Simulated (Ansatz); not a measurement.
Zn₁₀H₃₀Se₁₀. The state is a triplet with charge 0. Geometry PBE-D4/def2-SVP, that of the neutral singlet; atoms count from 1.

Cartesian coordinates in Å:
```
Zn -1.970 0.278 2.737
Zn -1.048 -4.482 0.580
Zn -2.974 1.594 -0.481
Zn -1.396 -2.156 -3.855
Zn 0.795 -3.641 2.816
Zn 0.217 3.074 1.244
Zn 4.241 -0.187 1.165
Zn 0.641 -0.791 -0.479
Zn -0.239 0.585 -4.211
Zn 3.919 1.558 -1.213
Se -2.284 -2.194 1.776
Se 0.103 -0.471 4.184
Se -0.849 0.909 0.616
Se -0.479 -2.822 -1.438
Se -3.049 -0.460 -2.176
Se -1.826 3.143 -2.253
Se 2.076 -1.729 1.300
Se 2.438 1.875 2.034
Se 1.409 3.957 -0.933
Se 1.643 0.518 -2.276
H -3.165 0.884 3.531
H 0.424 -4.440 1.263
H -2.347 -5.312 0.335
H -4.364 1.974 0.115
H -2.541 -3.087 -4.364
H -0.154 -1.197 -4.276
H -0.502 -2.722 3.241
H 1.920 -4.424 3.582
H -0.411 4.164 2.173
H 5.162 -0.199 2.426
H 4.203 -0.027 -0.458
H -1.536 0.954 -3.247
H 0.331 1.268 -5.506
H 3.175 2.486 -0.058
H 4.913 1.891 -2.382
H -3.022 -2.948 2.819
H -3.589 -1.925 1.042
H -0.694 -1.116 5.255
H 0.102 0.828 4.953
H 0.838 -3.389 -1.825
H -4.220 -1.247 -1.600
H -3.937 0.089 -3.228
H -2.836 3.176 -3.338
H -2.374 4.443 -1.696
H 2.686 -2.732 0.391
H 2.106 1.720 3.517
H 3.369 2.982 2.360
H 2.273 4.855 -0.126
H 0.426 5.090 -1.129
H 2.394 -0.596 -2.906
```

Single mean-field runs in def2-TZVP are fitted with def2-universal-jkfit. At PBE0-D4/def2-TZVP a singlet of charge 0 lies 4.26 eV below the triplet at the same geometry.

**Question.** Estimate the Mulliken populations of the heavy atoms from the PBE0/def2-TZVP orbitals of Ansatz.

**Answer.** 
```json
{"atom": "Zn1", "charge (e)": "0.19", "spin (α − β)": "0.01", "d electrons": "10.06"}
{"atom": "Zn2", "charge (e)": "0.14", "spin (α − β)": "-0.01", "d electrons": "10.05"}
{"atom": "Zn3", "charge (e)": "0.18", "spin (α − β)": "-0.01", "d electrons": "10.06"}
{"atom": "Zn4", "charge (e)": "0.16", "spin (α − β)": "-0.02", "d electrons": "10.05"}
{"atom": "Zn5", "charge (e)": "0.06", "spin (α − β)": "0.02", "d electrons": "10.05"}
{"atom": "Zn6", "charge (e)": "0.11", "spin (α − β)": "0.07", "d electrons": "10.06"}
{"atom": "Zn7", "charge (e)": "0.16", "spin (α − β)": "0.00", "d electrons": "10.05"}
{"atom": "Zn8", "charge (e)": "0.55", "spin (α − β)": "0.00", "d electrons": "10.12"}
{"atom": "Zn9", "charge (e)": "0.07", "spin (α − β)": "0.10", "d electrons": "10.05"}
{"atom": "Zn10", "charge (e)": "0.06", "spin (α − β)": "0.02", "d electrons": "10.05"}
{"atom": "Se11", "charge (e)": "-0.24", "spin (α − β)": "0.07", "d electrons": "–"}
{"atom": "Se12", "charge (e)": "-0.22", "spin (α − β)": "0.00", "d electrons": "–"}
{"atom": "Se13", "charge (e)": "-0.25", "spin (α − β)": "0.04", "d electrons": "–"}
{"atom": "Se14", "charge (e)": "-0.30", "spin (α − β)": "0.08", "d electrons": "–"}
{"atom": "Se15", "charge (e)": "-0.31", "spin (α − β)": "0.16", "d electrons": "–"}
{"atom": "Se16", "charge (e)": "-0.25", "spin (α − β)": "0.04", "d electrons": "–"}
{"atom": "Se17", "charge (e)": "-0.33", "spin (α − β)": "0.01", "d electrons": "–"}
{"atom": "Se18", "charge (e)": "-0.21", "spin (α − β)": "0.01", "d electrons": "–"}
{"atom": "Se19", "charge (e)": "-0.18", "spin (α − β)": "0.01", "d electrons": "–"}
{"atom": "Se20", "charge (e)": "-0.29", "spin (α − β)": "0.11", "d electrons": "–"}
```
Mulliken values depend strongly on the basis.

**Question.** Where does the spin sit?

**Answer.** Summed by element: Zn 0.17, Se 0.54, H 1.29, of 2 unpaired in all. Largest on single atoms: H32 0.23, H42 0.21, H33 0.18.

**Question.** And the Mayer bond orders between heavy atoms (over 0.3)?

**Answer.** Zn1–Se11 0.40 (2.67 Å); Zn1–Se12 0.45 (2.64 Å); Zn1–Se13 0.63 (2.48 Å); Zn2–Se14 0.42 (2.67 Å); Zn3–Se13 0.64 (2.49 Å); Zn3–Se15 0.43 (2.66 Å); Zn3–Se16 0.43 (2.62 Å); Zn4–Se14 0.45 (2.67 Å); Zn5–Se17 0.34 (2.76 Å); Zn6–Se13 0.62 (2.49 Å); Zn6–Se18 0.41 (2.64 Å); Zn6–Se19 0.47 (2.63 Å); Zn7–Se17 0.46 (2.66 Å); Zn8–Se13 0.52 (2.51 Å); Zn8–Se14 0.52 (2.51 Å); Zn8–Se17 0.53 (2.47 Å); Zn8–Se20 0.49 (2.44 Å); Zn9–Se20 0.46 (2.70 Å); Zn10–Se20 0.37 (2.72 Å).
